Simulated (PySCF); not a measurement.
(Z)-2,3-difluorobut-2-ene (C4H6F2), SMILES F/C(C)=C(\F)C. Geometry optimised at B3LYP-D3(BJ)/def2-SVP.

### Question
Give the equilibrium geometry at B3LYP-D3(BJ)/def2-SVP (PySCF confirms it by a frequency run) as a Z-matrix, and its point group. (Estimate from the structure and the level; the computed values follow.)

### Answer
point group C2v.
```
C
C 1 1.3399
F 2 1.3491 1 118.30
F 1 1.3491 2 118.30 3 0.00
C 1 1.4891 2 128.75 3 180.00
H 5 1.0967 1 112.28 2 0.00
H 5 1.1031 6 108.50 1 121.97
H 5 1.1031 6 108.50 7 116.07
C 2 1.4891 1 128.75 4 180.00
H 9 1.0967 2 112.28 1 0.00
H 9 1.1031 10 108.50 6 -121.97
H 9 1.1031 10 108.50 11 -116.07
```
Charge 0, spin multiplicity 1.
